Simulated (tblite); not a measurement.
A geometry optimisation, step by step.

C5H8O2Si2.
Numbering: `[CH:1]#[C:2][SiH2:3][Si@:4]([OH:5])([CH:6]=[CH2:7])[CH:8]=[O:9]` (hydrogens: H10 on C1; H11, H12 on Si3; H13 on O5; H14 on C6; H15, H16 on C7; H17 on C8)

Computed with GFN2-xTB (tblite), gas phase: L-BFGS steps from a force-field or distance-geometry start until the largest atomic force falls under 0.01 eV/Å. 7 of its 72 geometries are shown.

Step 0: E = -713.9634 eV, largest atomic force 1.650 eV/Å
```
atom  x, y, z in Å  |  force x, y, z in eV/Å
C1      3.625   -0.168   -0.158   -0.565  -0.288  -0.100
C2      2.564   -0.726   -0.330    0.386   0.024   0.027
Si3     0.946   -1.623   -0.574   -0.432   0.051  -0.106
Si4    -0.776   -0.238    0.266   -0.457  -1.540  -0.378
O5     -2.266   -1.010    0.161    0.834   0.486   1.147
C6     -0.794    1.350   -0.673   -0.410   1.040  -0.427
C7     -1.848    1.880   -1.303    0.350  -0.104   0.246
C8     -0.254    0.018    2.078   -1.502  -0.272  -0.015
O9     -0.970   -0.475    2.942    1.020   0.478  -0.208
H10     4.548    0.326   -0.015   -0.154  -0.060  -0.015
H11     0.719   -1.883   -2.029    0.253   0.057   0.402
H12     0.948   -2.924    0.146    0.217   0.232  -0.175
H13    -2.681   -1.202    1.025    0.308   0.130  -0.820
H14     0.167    1.872   -0.692   -0.340  -0.028  -0.127
H15    -1.771    2.830   -1.829   -0.120  -0.312   0.067
H16    -2.824    1.390   -1.298    0.481   0.223  -0.019
H17     0.657    0.594    2.274    0.131  -0.116   0.503
```

Step 12: E = -714.1777 eV, largest atomic force 0.093 eV/Å
```
atom  x, y, z in Å  |  force x, y, z in eV/Å
C1      3.573   -0.199   -0.170    0.003  -0.010   0.003
C2      2.536   -0.785   -0.341   -0.021   0.040   0.006
Si3     0.909   -1.637   -0.587    0.054  -0.049  -0.017
Si4    -0.760   -0.261    0.243    0.024  -0.012  -0.019
O5     -2.209   -1.006    0.204    0.013   0.008  -0.008
C6     -0.794    1.394   -0.663   -0.008   0.008   0.014
C7     -1.842    1.899   -1.296    0.016  -0.018   0.002
C8     -0.310    0.032    2.082    0.023   0.044  -0.056
O9     -0.952   -0.453    2.985   -0.006   0.032  -0.012
H10     4.488    0.301   -0.022   -0.012  -0.009  -0.005
H11     0.805   -1.893   -2.030   -0.007  -0.032  -0.018
H12     1.041   -2.921    0.119   -0.010  -0.030  -0.028
H13    -2.676   -1.197    1.016    0.017   0.028   0.004
H14     0.149    1.927   -0.715   -0.027   0.000   0.033
H15    -1.795    2.829   -1.844   -0.018  -0.002   0.003
H16    -2.795    1.397   -1.296   -0.004   0.003   0.012
H17     0.626    0.585    2.305   -0.038   0.002   0.085
```

Step 24: E = -714.1896 eV, largest atomic force 0.111 eV/Å
```
atom  x, y, z in Å  |  force x, y, z in eV/Å
C1      3.561   -0.206   -0.173   -0.020  -0.029  -0.010
C2      2.523   -0.789   -0.351    0.052  -0.010  -0.010
Si3     0.915   -1.675   -0.613    0.106   0.006  -0.033
Si4    -0.714   -0.264    0.231   -0.035  -0.045   0.012
O5     -2.162   -1.009    0.208   -0.033  -0.047  -0.025
C6     -0.790    1.401   -0.648    0.003   0.017  -0.005
C7     -1.847    1.890   -1.279   -0.010   0.010  -0.030
C8     -0.314    0.059    2.078   -0.045   0.009   0.044
O9     -1.012   -0.410    2.949   -0.008   0.013  -0.004
H10     4.476    0.295   -0.022   -0.036  -0.004  -0.001
H11     0.822   -1.948   -2.054   -0.025   0.023  -0.012
H12     1.056   -2.972    0.067   -0.019  -0.006   0.027
H13    -2.642   -1.143    1.024    0.002   0.018   0.023
H14     0.134    1.962   -0.682    0.048   0.042  -0.009
H15    -1.816    2.824   -1.819   -0.019   0.023   0.022
H16    -2.792    1.372   -1.290    0.017  -0.035   0.012
H17     0.594    0.626    2.362    0.023   0.016  -0.002
```

Step 36: E = -714.1966 eV, largest atomic force 0.033 eV/Å
```
atom  x, y, z in Å  |  force x, y, z in eV/Å
C1      3.571   -0.222   -0.183    0.010   0.010  -0.002
C2      2.551   -0.828   -0.380   -0.011  -0.011  -0.002
Si3     0.936   -1.696   -0.638   -0.027  -0.011   0.008
Si4    -0.683   -0.276    0.221    0.009  -0.016  -0.018
O5     -2.122   -1.041    0.214   -0.009  -0.012  -0.017
C6     -0.772    1.404   -0.642   -0.001  -0.003   0.023
C7     -1.844    1.876   -1.261    0.009  -0.009   0.008
C8     -0.340    0.082    2.075    0.002   0.033  -0.003
O9     -1.079   -0.354    2.927   -0.016   0.003   0.013
H10     4.468    0.304   -0.016    0.021  -0.009  -0.005
H11     0.807   -1.955   -2.079    0.005   0.014   0.011
H12     1.046   -2.995    0.047    0.007   0.021  -0.011
H13    -2.618   -1.089    1.032   -0.007  -0.005  -0.011
H14     0.138    1.994   -0.655   -0.017  -0.004  -0.001
H15    -1.855    2.830   -1.766    0.005   0.002  -0.001
H16    -2.767    1.320   -1.286   -0.001  -0.005   0.002
H17     0.556    0.659    2.380    0.022   0.004   0.005
```

Step 47: E = -714.1994 eV, largest atomic force 0.053 eV/Å
```
atom  x, y, z in Å  |  force x, y, z in eV/Å
C1      3.589   -0.239   -0.199    0.039  -0.017   0.002
C2      2.564   -0.840   -0.386   -0.005   0.006  -0.003
Si3     0.944   -1.696   -0.642   -0.020  -0.035   0.002
Si4    -0.672   -0.289    0.228    0.010   0.007   0.019
O5     -2.098   -1.078    0.195    0.015   0.002  -0.002
C6     -0.773    1.397   -0.620   -0.004  -0.004   0.046
C7     -1.850    1.859   -1.238    0.038  -0.014  -0.020
C8     -0.353    0.112    2.080   -0.010   0.048  -0.019
O9     -1.129   -0.258    2.930   -0.024  -0.026   0.030
H10     4.498    0.266   -0.040    0.025   0.022   0.001
H11     0.805   -1.920   -2.088    0.007  -0.015   0.009
H12     1.058   -3.001    0.030    0.000   0.018  -0.030
H13    -2.641   -1.084    0.982   -0.027  -0.002   0.009
H14     0.125    2.005   -0.613   -0.019  -0.013  -0.013
H15    -1.865    2.817   -1.734   -0.043   0.009  -0.004
H16    -2.760    1.283   -1.279    0.005   0.030  -0.008
H17     0.551    0.678    2.384    0.012  -0.015  -0.016
```

Step 59: E = -714.2014 eV, largest atomic force 0.015 eV/Å
```
atom  x, y, z in Å  |  force x, y, z in eV/Å
C1      3.617   -0.261   -0.211   -0.003   0.007  -0.001
C2      2.577   -0.839   -0.388    0.005  -0.002   0.001
Si3     0.950   -1.689   -0.640    0.008   0.007  -0.002
Si4    -0.672   -0.293    0.241    0.005  -0.002   0.005
O5     -2.084   -1.105    0.191    0.003   0.001   0.008
C6     -0.781    1.395   -0.603   -0.003  -0.003  -0.002
C7     -1.853    1.851   -1.232   -0.001  -0.004  -0.006
C8     -0.366    0.133    2.089   -0.008  -0.006   0.011
O9     -1.153   -0.203    2.945    0.004  -0.005  -0.009
H10     4.529    0.243   -0.059    0.004  -0.012  -0.003
H11     0.810   -1.907   -2.086   -0.001   0.005  -0.009
H12     1.068   -3.004    0.007    0.001  -0.007   0.012
H13    -2.673   -1.084    0.944    0.000   0.009  -0.004
H14     0.113    2.007   -0.590   -0.008   0.005   0.000
H15    -1.880    2.813   -1.722   -0.001  -0.003   0.002
H16    -2.760    1.271   -1.282   -0.005   0.008  -0.004
H17     0.552    0.682    2.384   -0.001   0.001  -0.001
```

Step 71: E = -714.2019 eV, largest atomic force 0.009 eV/Å
```
atom  x, y, z in Å  |  force x, y, z in eV/Å
C1      3.631   -0.269   -0.216    0.001  -0.001  -0.001
C2      2.586   -0.839   -0.389   -0.002  -0.001   0.001
Si3     0.956   -1.684   -0.638   -0.004  -0.001   0.002
Si4    -0.670   -0.294    0.246   -0.002   0.001   0.000
O5     -2.076   -1.117    0.196   -0.005   0.004   0.004
C6     -0.790    1.394   -0.599    0.002   0.002  -0.002
C7     -1.861    1.849   -1.233    0.004  -0.003  -0.007
C8     -0.369    0.134    2.095    0.001  -0.004   0.001
O9     -1.157   -0.202    2.948    0.003  -0.001  -0.006
H10     4.549    0.225   -0.069    0.003  -0.003   0.000
H11     0.814   -1.895   -2.086    0.001   0.000   0.006
H12     1.073   -2.999    0.010    0.000   0.007  -0.004
H13    -2.685   -1.065    0.932    0.006  -0.001  -0.006
H14     0.100    2.011   -0.584   -0.002   0.003   0.004
H15    -1.883    2.811   -1.722   -0.008   0.001  -0.001
H16    -2.769    1.270   -1.291    0.005  -0.004   0.006
H17     0.548    0.683    2.391   -0.003   0.002   0.002
```

Q: Summarise the path.

A: The energy falls by 5.50 kcal/mol from step 0 to step 71; nine tenths of that is first reached at step 13. It falls at every step. The largest force goes from 1.650 to 0.009 eV/Å. Among the bonds Si4–O5 changes most, from 1.682 to 1.630 Å; the atoms move by 0.164 Å rms after alignment.

Q: Follow the three bonds and two angles with the largest change from start to end.

A: 
```json
{"step": "0", "E above end (kcal/mol)": "5.50", "largest force (eV/Å)": "1.650", "Si4–O5 (Å)": "1.682", "Si3–Si4 (Å)": "2.364", "Si4–C6 (Å)": "1.845", "Si3–Si4–C8 (°)": "102.5", "C6–Si4–C8 (°)": "111.8"}
{"step": "3", "E above end (kcal/mol)": "1.85", "largest force (eV/Å)": "1.005", "Si4–O5 (Å)": "1.616", "Si3–Si4 (Å)": "2.318", "Si4–C6 (Å)": "1.887", "Si3–Si4–C8 (°)": "103.9", "C6–Si4–C8 (°)": "108.7"}
{"step": "6", "E above end (kcal/mol)": "1.12", "largest force (eV/Å)": "0.279", "Si4–O5 (Å)": "1.629", "Si3–Si4 (Å)": "2.304", "Si4–C6 (Å)": "1.875", "Si3–Si4–C8 (°)": "104.6", "C6–Si4–C8 (°)": "108.5"}
{"step": "9", "E above end (kcal/mol)": "0.70", "largest force (eV/Å)": "0.257", "Si4–O5 (Å)": "1.629", "Si3–Si4 (Å)": "2.320", "Si4–C6 (Å)": "1.884", "Si3–Si4–C8 (°)": "105.1", "C6–Si4–C8 (°)": "109.2"}
{"step": "12", "E above end (kcal/mol)": "0.56", "largest force (eV/Å)": "0.093", "Si4–O5 (Å)": "1.630", "Si3–Si4 (Å)": "2.318", "Si4–C6 (Å)": "1.887", "Si3–Si4–C8 (°)": "105.4", "C6–Si4–C8 (°)": "109.3"}
{"step": "15", "E above end (kcal/mol)": "0.48", "largest force (eV/Å)": "0.130", "Si4–O5 (Å)": "1.631", "Si3–Si4 (Å)": "2.318", "Si4–C6 (Å)": "1.886", "Si3–Si4–C8 (°)": "105.8", "C6–Si4–C8 (°)": "108.7"}
{"step": "19", "E above end (kcal/mol)": "0.38", "largest force (eV/Å)": "0.106", "Si4–O5 (Å)": "1.631", "Si3–Si4 (Å)": "2.326", "Si4–C6 (Å)": "1.890", "Si3–Si4–C8 (°)": "106.7", "C6–Si4–C8 (°)": "108.4"}
{"step": "22", "E above end (kcal/mol)": "0.32", "largest force (eV/Å)": "0.065", "Si4–O5 (Å)": "1.629", "Si3–Si4 (Å)": "2.315", "Si4–C6 (Å)": "1.888", "Si3–Si4–C8 (°)": "107.4", "C6–Si4–C8 (°)": "108.2"}
{"step": "25", "E above end (kcal/mol)": "0.26", "largest force (eV/Å)": "0.084", "Si4–O5 (Å)": "1.629", "Si3–Si4 (Å)": "2.317", "Si4–C6 (Å)": "1.884", "Si3–Si4–C8 (°)": "108.2", "C6–Si4–C8 (°)": "107.9"}
{"step": "28", "E above end (kcal/mol)": "0.19", "largest force (eV/Å)": "0.067", "Si4–O5 (Å)": "1.631", "Si3–Si4 (Å)": "2.321", "Si4–C6 (Å)": "1.888", "Si3–Si4–C8 (°)": "109.1", "C6–Si4–C8 (°)": "107.1"}
{"step": "31", "E above end (kcal/mol)": "0.15", "largest force (eV/Å)": "0.058", "Si4–O5 (Å)": "1.632", "Si3–Si4 (Å)": "2.317", "Si4–C6 (Å)": "1.891", "Si3–Si4–C8 (°)": "109.7", "C6–Si4–C8 (°)": "106.7"}
{"step": "34", "E above end (kcal/mol)": "0.13", "largest force (eV/Å)": "0.030", "Si4–O5 (Å)": "1.631", "Si3–Si4 (Å)": "2.319", "Si4–C6 (Å)": "1.890", "Si3–Si4–C8 (°)": "110.1", "C6–Si4–C8 (°)": "106.6"}
{"step": "37", "E above end (kcal/mol)": "0.12", "largest force (eV/Å)": "0.027", "Si4–O5 (Å)": "1.630", "Si3–Si4 (Å)": "2.317", "Si4–C6 (Å)": "1.890", "Si3–Si4–C8 (°)": "110.4", "C6–Si4–C8 (°)": "106.4"}
{"step": "40", "E above end (kcal/mol)": "0.11", "largest force (eV/Å)": "0.044", "Si4–O5 (Å)": "1.631", "Si3–Si4 (Å)": "2.314", "Si4–C6 (Å)": "1.889", "Si3–Si4–C8 (°)": "110.6", "C6–Si4–C8 (°)": "106.0"}
{"step": "43", "E above end (kcal/mol)": "0.09", "largest force (eV/Å)": "0.042", "Si4–O5 (Å)": "1.630", "Si3–Si4 (Å)": "2.314", "Si4–C6 (Å)": "1.888", "Si3–Si4–C8 (°)": "111.0", "C6–Si4–C8 (°)": "105.6"}
{"step": "46", "E above end (kcal/mol)": "0.07", "largest force (eV/Å)": "0.058", "Si4–O5 (Å)": "1.630", "Si3–Si4 (Å)": "2.313", "Si4–C6 (Å)": "1.890", "Si3–Si4–C8 (°)": "111.7", "C6–Si4–C8 (°)": "105.0"}
{"step": "49", "E above end (kcal/mol)": "0.04", "largest force (eV/Å)": "0.054", "Si4–O5 (Å)": "1.630", "Si3–Si4 (Å)": "2.312", "Si4–C6 (Å)": "1.890", "Si3–Si4–C8 (°)": "112.1", "C6–Si4–C8 (°)": "104.6"}
{"step": "52", "E above end (kcal/mol)": "0.02", "largest force (eV/Å)": "0.022", "Si4–O5 (Å)": "1.630", "Si3–Si4 (Å)": "2.314", "Si4–C6 (Å)": "1.890", "Si3–Si4–C8 (°)": "112.7", "C6–Si4–C8 (°)": "104.2"}
{"step": "56", "E above end (kcal/mol)": "0.01", "largest force (eV/Å)": "0.024", "Si4–O5 (Å)": "1.630", "Si3–Si4 (Å)": "2.313", "Si4–C6 (Å)": "1.891", "Si3–Si4–C8 (°)": "113.2", "C6–Si4–C8 (°)": "103.7"}
{"step": "59", "E above end (kcal/mol)": "0.01", "largest force (eV/Å)": "0.015", "Si4–O5 (Å)": "1.630", "Si3–Si4 (Å)": "2.314", "Si4–C6 (Å)": "1.891", "Si3–Si4–C8 (°)": "112.9", "C6–Si4–C8 (°)": "103.9"}
{"step": "62", "E above end (kcal/mol)": "0.01", "largest force (eV/Å)": "0.028", "Si4–O5 (Å)": "1.630", "Si3–Si4 (Å)": "2.314", "Si4–C6 (Å)": "1.891", "Si3–Si4–C8 (°)": "112.8", "C6–Si4–C8 (°)": "104.0"}
{"step": "65", "E above end (kcal/mol)": "0.00", "largest force (eV/Å)": "0.012", "Si4–O5 (Å)": "1.630", "Si3–Si4 (Å)": "2.314", "Si4–C6 (Å)": "1.891", "Si3–Si4–C8 (°)": "113.2", "C6–Si4–C8 (°)": "103.8"}
{"step": "68", "E above end (kcal/mol)": "0.00", "largest force (eV/Å)": "0.023", "Si4–O5 (Å)": "1.630", "Si3–Si4 (Å)": "2.315", "Si4–C6 (Å)": "1.891", "Si3–Si4–C8 (°)": "113.2", "C6–Si4–C8 (°)": "103.8"}
{"step": "71", "E above end (kcal/mol)": "0.00", "largest force (eV/Å)": "0.009", "Si4–O5 (Å)": "1.630", "Si3–Si4 (Å)": "2.315", "Si4–C6 (Å)": "1.891", "Si3–Si4–C8 (°)": "113.0", "C6–Si4–C8 (°)": "104.0"}
```

The cost below is that of the whole relaxation. On Arm Neoverse V1, one thread, no GPU, shared host with 32 logical CPUs at a one-minute load of 18, this took 0.69 s wall.
